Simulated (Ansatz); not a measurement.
Ideal-gas functions of Cl2Se2 (`Cl[Se][Se]Cl`) at 500 K and 1 bar, from an Ansatz frequency run at PBE0-D4/def2-TZVP.

Molar mass 228.83 g/mol, point group C2 (symmetry number 2), electronic degeneracy 1, moments of inertia 172.62, 554.478, 609.191 u Å². Harmonic wavenumbers (cm⁻¹, unscaled): 76, 130, 149, 311, 380, 392.

Use S(trans) = R[1.5 ln M + 2.5 ln T − 1.1517]; rotational temperatures θ = 24.2544 K / I; S(rot) = R[ln(√π/σ · √(T³/θAθBθC)) + 1.5]; for each mode x = 1.438777 ν̃/T, S = R[x/(eˣ − 1) − ln(1 − e⁻ˣ)] and H = RT x/(eˣ − 1); 1 cm⁻¹ = 0.0119627 kJ/mol; R = 8.31446 J/(mol·K).

Question: By hand: the entropy, in J/(mol·K).

Answer: Translation 187.4. Rotation: θ = 0.1405, 0.0437, 0.0398 K, giving 123.5. Vibration, mode by mode: 20.97, 16.54, 15.42, 9.51, 7.97, 7.74, in all 78.2. Electronic 0.0. Sum 389.1 J/(mol·K).

Question: By hand: H − E and G − E in kJ/mol, counted from the electronic energy.

Answer: Zero-point energy ½ × 1438 × 0.0119627 = 8.6; thermal vibration 17.6; translation, rotation and pV give 4 RT = 16.6. H − E = 42.8 kJ/mol, and G − E = 42.8 − 500 × 389.1/1000 = -151.8 kJ/mol.

Vibration gives 20 % of the entropy, 52.9 J/(mol·K) of it from the modes under 150 cm⁻¹: soft modes count most, and the harmonic formula is weakest for them. The sum counts one conformer and one mirror image; others add a mixing term.
